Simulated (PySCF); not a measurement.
**Electron correlation in Cd⁺ (cadmium, charge +1)**

[Kr] 4d10 5s1, 2S determinant. Calculation: PySCF 2.14, in aug-cc-pVTZ-PP with ECP28MDF (6s6p5d3f2g, 88 functions); a scalar-relativistic core potential. Frozen: 4s2 4p6; 11 electrons correlated.

```tsv
level	correlation energy (mhartree)
CCSD	-386.83
(T)	-13.26
CCSD(T)	-400.09
```

Diagnostics: T1 = 0.010, D1 = 0.0468, largest double amplitude 0.019.

Question: Is a single reference adequate?

Answer: Yes, within this model without spin-orbit coupling: T1 lies below 0.03 and no double amplitude reaches 0.07.
